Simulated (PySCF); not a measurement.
## NMR data sheet: C5H7ClN2Si

```
Formula                               : C5H7ClN2Si
SMILES                                : C=C[Si@@H](Cl)n1cccn1
Point group of the computed structure : C1
Degrees of unsaturation               : 4
Carbon signals                        : 5
Proton signals                        : 7
```

Atoms are numbered as in `[CH2:1]=[CH:2][Si@@H:3]([Cl:4])[n:5]1[cH:6][cH:7][cH:8][n:9]1`; H(Xn) means a hydrogen on atom n. Ha(C1) is cis to Si3; Hb(C1) is trans to Si3.

Level of theory: GIAO PBE0/pcSseg-1 shieldings, structure optimised with GFN2-xTB, in PySCF (relativity neglected, no solvent, one computed conformer).

References, each an isolated molecule treated in the same way: TMS for 1H (31.72 ppm) and 13C (186.93 ppm) and 29Si (349.16 ppm); 15N (267.73 ppm) against NH3.

```tsv
carbon	δC, type	δH (multiplicity)	HMBC from (2–3 bonds)	span of the C tensor (ppm)
C1	145.5, CH2	Ha(C1) 6.39 (m); Hb(C1) 6.71 (m)	H(C2), H(Si3)	259
C2	141.9, CH	7.38 (m)	Hb(C1), Ha(C1), H(Si3)	235
C6	139.1, CH	7.94 (m)	H(C8), H(C7), H(Si3)	184
C7	112.7, CH	6.63 (m)	H(C8), H(C6)	167
C8	148.2, CH	7.96 (m)	H(C6), H(C7)	185
```

Other nuclei:
```json
{"atoms": "H(Si3)", "nucleus": "1H", "environment": "hydrogen on a silicon bonded to C, Cl, N", "δ (ppm)": "6.03", "σ (ppm)": "25.68"}
{"atoms": "Si3", "nucleus": "29Si", "environment": "silicon bonded to C, Cl, N, H", "δ (ppm)": "-15.7", "σ (ppm)": "364.9"}
{"atoms": "N9", "nucleus": "15N", "environment": "pyridine-type nitrogen of an azole", "δ (ppm)": "345.9", "σ (ppm)": "-78.2"}
{"atoms": "N5", "nucleus": "15N", "environment": "pyrrole-type ring nitrogen", "δ (ppm)": "236.8", "σ (ppm)": "31.0"}
```

Carbon types of the structure: 4 × CH, 1 × CH2, leaving 1 H on heteroatoms. δC 148.2, 139.1: aromatic CH next to a ring nitrogen. δC 145.5: terminal =CH2 carbon; as expected for a trigonal carbon in a double bond. δC 141.9: alkene CH; the olefinic region. δC 112.7: aromatic CH. δH 6.71, 6.39: hydrogen on a terminal =CH2 carbon; a vinylic proton, deshielded by the sp2 carbon and the C=C anisotropy.

Shifts are as computed. Against solution values, carbons near 30 ppm lie about +3 ppm off and those near 130 ppm about +5 ppm. Of 1211 compounds with measured shifts, 218 miss one by over three times the rms of a fit or turn the order of signals round; such compounds aren't used in these exercises. Experimental scales use liquid or dissolved standards, which lie at an offset from isolated NH3 (liquid NH3: subtract about 20 ppm). Unscaled 15N shifts of sp2 nitrogen come out 20 to 40 ppm too high even then. No couplings were computed; multiplicities are counted from neighbouring protons, with m where these are inequivalent, close in shift, in a saturated or five-membered ring or joined by F or P, and br s for small geminal =CH2 splittings.
